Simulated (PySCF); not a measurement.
Point-charge models of `F/C=C/C1=NOC=C1[O][GeH3]` against its computed dipole.

Coordinates (PBE0-D3(BJ)/def2-SVP, Å) and charges (e) from the PBE0/pcSseg-1 density (PySCF):

| atom | x | y | z | Mulliken | IAO | Hirshfeld | ESP-fitted |
| --- | --- | --- | --- | --- | --- | --- | --- |
| F1 | 4.393 | 1.721 | -0.386 | -0.2650 | -0.2543 | -0.0767 | -0.1532 |
| C2 | 3.146 | 1.271 | -0.348 | +0.2823 | +0.1612 | +0.0499 | +0.1991 |
| C3 | 2.880 | -0.022 | -0.150 | -0.1570 | -0.2164 | -0.0795 | -0.5926 |
| C4 | 1.538 | -0.569 | -0.090 | +0.0945 | +0.0777 | +0.0180 | +0.6210 |
| N5 | 1.352 | -1.855 | 0.116 | -0.1497 | -0.1353 | -0.1148 | -0.4344 |
| O6 | 0.015 | -2.064 | 0.126 | -0.2834 | -0.1407 | -0.0369 | -0.0442 |
| C7 | -0.636 | -0.909 | -0.074 | +0.1911 | -0.0563 | -0.0209 | -0.0474 |
| C8 | 0.273 | 0.100 | -0.222 | +0.1102 | +0.1173 | +0.0251 | -0.0893 |
| O9 | 0.127 | 1.413 | -0.440 | -0.7172 | -0.5454 | -0.1994 | -0.2981 |
| Ge10 | -1.493 | 2.213 | -0.513 | +0.4718 | +0.7117 | +0.4175 | +0.4146 |
| H11 | 2.395 | 2.051 | -0.489 | +0.1296 | +0.1640 | +0.0471 | +0.1095 |
| H12 | 3.703 | -0.729 | -0.021 | +0.1312 | +0.1799 | +0.0596 | +0.2664 |
| H13 | -1.722 | -0.956 | -0.086 | +0.1242 | +0.1741 | +0.0659 | +0.1611 |
| H14 | -2.265 | 1.592 | -1.688 | +0.0084 | -0.0862 | -0.0552 | -0.0449 |
| H15 | -1.141 | 3.685 | -0.732 | +0.0196 | -0.0662 | -0.0444 | -0.0219 |
| H16 | -2.198 | 1.945 | 0.826 | +0.0095 | -0.0851 | -0.0552 | -0.0456 |

Question: What dipole does each set of charges give (1 e·Å = 4.803 D), and what does the density give?

Answer: The full density gives (-4.03, 3.45, -0.53) D, 5.33 D in size; dipole vectors point from the negative to the positive end.

```tsv
scheme	μx	μy	μz	size (D)	share of the full size (%)	angle to the full dipole (°)
Mulliken	-5.55	3.55	-0.46	6.61	124	8
IAO	-5.50	3.02	-0.42	6.29	118	12
Hirshfeld	-3.11	2.44	-0.36	3.97	75	3
ESP-fitted	-4.03	3.42	-0.53	5.31	100	0
```

Question: Which set comes closest?

Answer: Length of the difference vector: ESP-fitted 0.03 D, Hirshfeld 1.37 D, Mulliken 1.53 D, IAO 1.54 D. Closest: ESP-fitted. ESP charges are fitted to the potential around the molecule, whose slowest-falling term is the dipole's. The schemes that divide the density aren't constrained to reproduce the dipole.

Question: What is left for the Hirshfeld atoms' own dipoles?

Answer: The shares of the density sum to the whole, so what Σ q r misses lies in dipoles about the nuclei. The atomic dipoles sum to (-4.03, 3.45, -0.53) − (-3.11, 2.44, -0.36) = (-0.92, 1.01, -0.17) D, 1.37 D in size.

Question: With the origin at the mean of the coordinates, (0.648, 0.556, -0.261) Å, which are the largest single terms, by size, of the ESP-fitted dipole along the direction of the full one?

Answer: C3 +5.90, Ge10 +5.41, N5 +4.44, C4 -4.23, H12 -4.05 D; all 16 atoms together +5.31 D. The single terms depend on the origin, their sum doesn't.

Question: Give the size of the full dipole in other units.

Answer: 5.33 D = 2.096 au = 1.109 e·Å = 17.77 × 10⁻³⁰ C·m.

The structure is a single PBE0-D3(BJ)/def2-SVP conformer in the gas phase; no vibrational or solvent corrections. The calculation is non-relativistic, for germanium too.

Conformer computed: `[F:1]/[CH:2]=[CH:3]/[c:4]1[n:5][o:6][cH:7][c:8]1[O:9][GeH3:10]`: C2–C3–C4–N5 180°, C7–C8–O9–Ge10 3°.
